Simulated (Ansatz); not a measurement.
Consider the formal loss of a carbene: `[CH3][SnH2][CH2]F` → `[CH3][SnH2][F]` + `[CH2]` (triplet).

Calculated with Ansatz (gas phase, PBE0-D4/def2-TZVP geometries, no zero-point term in ΔE). CBS: MP2 limit from def2 TZ/QZ plus the TZ coupled-cluster correction, frozen cores. This one scheme is used for every species. DFT in def2-TZVPP. Triplets are unrestricted, without spin–orbit coupling. Elements past krypton have def2 core potentials. For Sn outer-core shells are correlated without core-valence functions, which leaves a few kJ/mol of doubt a bond. Each species was taken in one conformer, which may not be the lowest.

```
            species  PBE0-D4 energy (Eh)
`[CH3][SnH2][CH2]F`           -394.42175
   `[CH3][SnH2][F]`           -355.19616
  `[CH2]` (triplet)            -39.11641
```

Task: Work out ΔE.

Result: ΔE = (-355.19616) + (-39.11641) − (-394.42175) = 0.10918 Eh = +286.7 kJ/mol. CCSD(T)/CBS gives +282.9 kJ/mol.

Task: What do rigid-rotor, harmonic-oscillator terms from PBE0-D4/def2-TZVP frequencies (298.15 K, 1 bar) make of the CCSD(T)/CBS value? (Best estimate.)

Result: Ansatz gave: ΔZPE = -26.2 kJ/mol, ΔH = +262.2 kJ/mol, ΔS = 152 J/(mol·K), ΔG = +216.7 kJ/mol. Open shells count their whole term as degenerate. Modes under 50 cm⁻¹ make the entropy rough.

Largest T1 diagnostic among the species: 0.013.

The D4 term adds +9.6 kJ/mol with B3LYP and +5.3 kJ/mol with PBE0; it sums over pairs of atoms, weighted by their polarisabilities, and B3LYP, whose exchange is more repulsive, gets the larger term. From PBE to PBE0 (25 % exact exchange), in def2-TZVPP and without D4, ΔE moves by −10.3 kJ/mol. Leaving LDA and LC-ωPBE aside and taking each functional with its dispersion term where it has one, the values, not all of them listed here, spread over 40.9 kJ/mol, from r2SCAN0-D4 to PBE-D4. LDA lies +76.2 kJ/mol from PBE without D4.

B3LYP here is the variant with VWN-RPA as its local correlation; programs differ in this.
